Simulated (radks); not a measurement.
Problem. Sr3+, 35 electrons, occupied as [Ar] 3d10 4s2 4p5. All-electron calculation, Dirac Kohn-Sham, PBE, spin-unpolarised, spherical densities, finite nucleus; open shells are shared between the two j in proportion to 2j + 1; Fermi nuclear charge, rms radius 4.224 fm. Program: a radial shooting solver on a logarithmic mesh with Libxc functionals. Some entries of the table are withheld. Estimate them.

orbital,occ.,eigenvalue (eV),r(max) (bohr),<1/r> (bohr^-1)
1s1/2,2,-15961.54,0.02553,39.00
2s1/2,2,-2187.363,0.1452,8.780
2p1/2,2,-1993.403,0.1137,8.751
2p3/2,4,-1924.987,0.1171,8.411
3s1/2,2,(1),0.4359,2.936
3p1/2,2,(2),0.4248,2.826
3p3/2,4,(3),0.4337,2.745
3d3/2,4,-159.2873,0.3749,2.523
3d5/2,6,-157.4528,0.3776,2.502
4s1/2,2,-69.0086,1.180,1.016
4p1/2,1.66667,-51.0339,1.285,0.9024
4p3/2,3.33333,-49.7456,1.309,0.8826
4d3/2,0,-24.6521,1.711,0.6257
4d5/2,0,-24.5291,1.721,0.6223
5s1/2,0,-21.9633,2.920,0.4195

Solution. 
(1) 3s1/2 eigenvalue (eV): -363.8858
(2) 3p1/2 eigenvalue (eV): -293.4308
(3) 3p3/2 eigenvalue (eV): -282.9326
